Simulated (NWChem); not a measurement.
Everything below was run with NWChem. System: Cl3Sn, charge 0, spin multiplicity 2, at the geometry of a parent with another charge or spin, in a state set for the comparison that need not be this species' ground state. Its SCF solution wasn't tested for a lower state. Level: UPBE0/x2c-SVPall-2c, scalar ZORA.

Job file:

```
start mol
memory heap 200 mb stack 900 mb global 1100 mb
geometry units angstroms nocenter noautoz noautosym
  Sn     0.002340     0.607567     0.000000
  Cl    -1.108000    -0.591400     1.915190
  Cl    -1.108000    -0.591400    -1.915190
  Cl     2.209116    -0.604161     0.000000
end
basis spherical
  * library x2c-svpall-2c
end
relativistic
  zora on
end
dft
  xc pbe0
  odft
  mult 2
  semidirect memsize 60000000 filesize 0
  iterations 100
  grid fine
end
task dft energy
```

Part of the output:

```
             Northwest Computational Chemistry Package (NWChem) 7.3.0
             --------------------------------------------------------

                                NWChem Input Module
                                -------------------

 Scaling coordinates for geometry "geometry" by  1.889725989
 (inverse scale =  0.529177249)

                             Geometry "geometry" -> ""
                             -------------------------

 Output coordinates in angstroms (scale by  1.889725989 to convert to a.u.)

  No.       Tag          Charge          X              Y              Z
 ---- ---------------- ---------- -------------- -------------- --------------
    1 Sn                  50.0000     0.00234000     0.60756700     0.00000000
    2 Cl                  17.0000    -1.10800000    -0.59140000     1.91519000
    3 Cl                  17.0000    -1.10800000    -0.59140000    -1.91519000
    4 Cl                  17.0000     2.20911600    -0.60416100     0.00000000

 Effective nuclear repulsion energy (a.u.)     655.7687659588

            Nuclear Dipole moment (a.u.)
            ----------------------------
        X                 Y               Z
 ---------------- ---------------- ----------------
    -0.0000529123     0.0000245664     0.0000000000


 Summary of "ao basis" -> "" (spherical)
 ------------------------------------------------------------------------------
       Tag                 Description            Shells   Functions and Types
 ---------------- ------------------------------  ------  ---------------------
 *                       x2c-svpall-2c                on all atoms

                                 NWChem DFT Module
                                 -----------------

 Summary of "ao basis" -> "ao basis" (spherical)
 ------------------------------------------------------------------------------
       Tag                 Description            Shells   Functions and Types
 ---------------- ------------------------------  ------  ---------------------
 Sn                      x2c-svpall-2c              18       50   6s8p4d
[...]
    beta     10     11     17     13     14     15     16     18     19     20
 overlap   1.000  1.000  1.000  0.742  0.742  0.742  0.743  1.000  1.000  1.000

   alpha     21     22     23     24     25     26     27     28     29     30
    beta     21     22     23     24     25     26     27     28     29     30
 overlap   0.961  0.961  0.971  0.968  0.967  0.970  0.999  0.999  1.000  1.000

   alpha     31     32     33     34     35     36     37     38     39     40
    beta     33     31     32     34     35     38     36     37     39     40
 overlap   1.000  1.000  1.000  0.965  0.965  1.000  0.965  0.965  1.000  1.000

   alpha     41     42     43     44     45     46     47     48     49     50
    beta     41     42     43     44     45     46     47     48     49     50
 overlap   1.000  0.996  0.977  0.977  0.990  0.955  0.955  0.972  0.972  1.000

   alpha     51     52     53     54     55     56     57     58     59     60
    beta     51     52     53     54     55     56     57     58     59     60
 overlap   0.992  0.999  0.999  0.997  0.998  0.997  0.997  0.989  0.998  0.998

   alpha     61     62     63     64     65     66     67     68     69     70
    beta     61     62     63     64     65     66     67     68     69     75
 overlap   0.988  0.999  0.999  0.992  0.992  1.000  0.973  0.899  0.899  0.951

   alpha     71     72     73     74     75     76     77     78     79     80
    beta     73     74     70     71     72     76     77     78     79     80
 overlap   0.952  0.952  0.934  0.934  0.973  0.905  0.930  0.984  0.984  0.996

   alpha     81     82     83     84     85     86     87     88     89     90
    beta     81     82     83     84     85     86     87     89     90     88
 overlap   0.996  1.000  0.999  0.999  0.999  0.999  1.000  1.000  1.000  1.000

   alpha     91     92     93     94     95     96     97     98     99    100
    beta     91     92     93     94     95     96     97     98     99    100
 overlap   0.999  0.999  1.000  0.999  1.000  1.000  0.999  0.999  0.999  1.000

   alpha    101    102    103    104    105    106    107    108    109    110
    beta    101    102    103    104    105    106    107    108    109    110
 overlap   1.000  1.000  1.000  1.000  1.000  1.000  1.000  1.000  1.000  1.000

   alpha    111    112    113
    beta    111    112    113
 overlap   1.000  1.000  1.000

     --------------------------
     Expectation value of S2:
     --------------------------
      <S2> =      0.7578 (Exact =     0.7500)

 center of mass
 --------------
 x =   0.00029825 y =   0.07756468 z =   0.00000000

 moments of inertia (a.u.)
 ------------------
        1203.090802844002           2.418492064628           0.000000000000
           2.418492064628        1832.111580288092           0.000000000000
           0.000000000000           0.000000000000        1203.045139708556

     Multipole analysis of the density
     ---------------------------------

     L   x y z        total         alpha         beta         nuclear
     -   - - -        -----         -----         ----         -------
     0   0 0 0     -0.000000    -51.000000    -50.000000    101.000000

     1   1 0 0      0.005620      0.001896      0.003777     -0.000053
     1   0 1 0      1.453857      0.472545      0.981288      0.000025
     1   0 0 1     -0.000001     -0.000000     -0.000000      0.000000

     2   2 0 0    -49.972945   -251.038198   -244.261248    445.326501
     2   1 1 0      0.024019      0.618173      0.616234     -1.210388
     2   1 0 1      0.000002      0.000001      0.000001      0.000000
     2   0 2 0    -43.733187    -90.255560    -84.013227    130.535601
     2   0 1 1      0.000001      0.000000      0.000001      0.000000
     2   0 0 2    -49.973262   -251.049809   -244.272287    445.348834

 Task  times  cpu:       37.1s     wall:       37.1s

 Total times  cpu:       37.1s     wall:       37.1s
```
